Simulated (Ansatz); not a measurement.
Job for Ansatz (a quantum-chemistry and plane-wave program): R-r2SCAN/def2-TZVPP on BF2GeH3 (SMILES F[B](F)[GeH3]), a point of a torsion scan.

Ansatz 0.2 input:
```yaml
crystal:
  periodic: [false, false, false]
  atoms:
    - {symbol: F, position_ang: [1.83823560, -1.23091041, 0.01255252]}
    - {symbol: B, position_ang: [1.20003789, -0.08269435, 0.00635592]}
    - {symbol: F, position_ang: [1.99735284, 0.96100706, -0.01594859]}
    - {symbol: Ge, position_ang: [-0.81238072, 0.05794811, 0.01512618]}
    - {symbol: H, position_ang: [-1.47937986, -0.93429172, 0.90231825]}
    - {symbol: H, position_ang: [-1.32542935, 1.39134515, 0.43126341]}
    - {symbol: H, position_ang: [-1.41988525, -0.18390831, -1.32397947]}
basis:
  gaussian:
    orbitals: def2-TZVPP
hamiltonian:
  xc: {name: r2SCAN}
scf: {lower_state_search: off}
```

It printed:

```
WARN ansatz: RAYON_NUM_THREADS=1 ignored (pool sized by the plan → 1); use --threads N
Functional definition: r2SCAN
these checks for a lower state are left out or cut short: stability, starts, cluster_reference, orbital_swaps, neighbouring_geometries, increment
integrals: 0.09 GiB planned
1016 factors; their error is unknown
mean field: 0.65 GiB planned
mean field evaluation 1: about -62677.4705 eV, gradient 4.2e1 eV
mean field evaluation 2: about -62674.7427 eV, gradient 6.3e1 eV
mean field evaluation 4: about -62679.7075 eV, gradient 1.1e0 eV
mean field evaluation 8: about -62679.6997 eV, gradient 1.7e-2 eV
mean field evaluation 16: about -62679.6997 eV, gradient 6.1e-6 eV
mean field -62679.69966903 eV, -2303.4364770105 hartree, gradient 1.3e-6 eV, S^2 0.000000; 0 other end points of the search recorded, 0 dependent functions left out
reference -62679.69968098 eV, -2303.4364774495 hartree; 29, 29 occupied and 154, 154 virtual orbitals, 1016 factors
Total energy: -62679.69968098 eV, -2303.4364774495 hartree
Checks for a lower state left out: stability, starts, cluster_reference, orbital_swaps, neighbouring_geometries, increment
```

Self-consistency was reached.

Cost: very roughly 2.5 core-seconds.
